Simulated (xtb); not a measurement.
A run for xtb: GFN1-xTB on CH3 (SMILES [CH3]).

```
$ xtb mol.xyz --gfn 1 --sp --chrg 0 --uhf 1
4

C      0.00002336    -0.00000021     0.00002473
H      1.06843988    -0.14744172     0.02934007
H     -0.66110840    -0.85158602    -0.04256825
H     -0.40725484     0.99902795     0.01330346
```

### Question
Give the final energy of this run.

### Answer
-3.6315 hartree.
